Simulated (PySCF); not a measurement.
C₂H₂N (SMILES [CH2]C#N), doublet, geometry from GFN2-xTB. Base run: M06L/cc-pVDZ in PySCF.

Here is a job for PySCF.
```python
from pyscf import gto, scf, dft

mol = gto.M(
    atom='''
C     0.003336   -0.168612   -1.162041
C    -0.000512    0.025874    0.178321
N    -0.003815    0.192819    1.328877
H     0.932323   -0.249064   -1.696896
H    -0.922563   -0.244247   -1.702920
''',
    basis='cc-pvdz',
    charge=0,
    spin=1,
    verbose=4,
)

mf = dft.UKS(mol)
mf.xc = 'm06l'
mf.kernel()
```

Each row names what was changed in the base input (with any setting that the change needs).

```csv
change,ΔE vs base (µEh),grid points,electrons on the grid
base,0.0,61760,21.00000
"grids.atom_grid = (150, 974)",-2.7,398704,21.00000
grids.prune = dft.gen_grid.treutler_prune,161,53728,21.00001
grids.level = 2,-7.4,44152,21.00000
grids.radi_method = gauss_chebyshev,2.9,60104,21.00000
"grids.atom_grid = (50, 194)",30.8,32760,20.99998
small_rho_cutoff = 0,0.0,61760,21.00000
grids.radi_method = delley,0.0,65464,21.00000
"grids.atom_grid = (75, 302)",1.4,71816,21.00000
grids.level = 4,-1.3,116512,21.00000
grids.prune = dft.gen_grid.sg1_prune,-149,27576,20.99995
```

Open shells are given as the SCF converged; they aren't shown to be the lowest states, and a large step between rows can be another state.
